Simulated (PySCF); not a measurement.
## Worked example: oscillator strength and radiative lifetime

ClH₅SSi₂, SMILES [SiH2](Cl)S[SiH3].

Coordinates come from a PBE0-D3(BJ)/def2-SVP optimisation. This is a generated structure with no PubChem entry under its InChIKey; it may be hypothetical. Other conformers were not sampled.

TDDFT-PBE/def2-SVPD (PySCF) puts the first singlet state with f over 0.02 at 6.68 eV (vertical), with the transition dipole (-0.176, -0.317, -0.156) in atomic units.

Problem. Find the oscillator strength, the wavelength and the radiative lifetime that this transition would have in vacuum if emission retraced absorption.

Solution. 
|μ|² = 0.1558 au, so |μ| = 1.00 D. ΔE = 6.68/27.211 = 0.2455 hartree. f = (2/3) ΔE |μ|² = 0.025 (the program prints 0.025).
λ = 1239.84/6.68 = 186 nm; ν = 53878 cm⁻¹.
Einstein's coefficient A = 0.6670 ν² f s⁻¹ (ν in cm⁻¹) = 4.9e7 s⁻¹, so τ = 1/A = 20 ns. This state is S8; the lower singlets have f = 0.011, 0.018, 0.005, 0.013, 0.004, 0.017, 0.001. The figure is the radiative limit of this one transition; relaxation, internal conversion, crossing to triplets and a medium change what is measured.
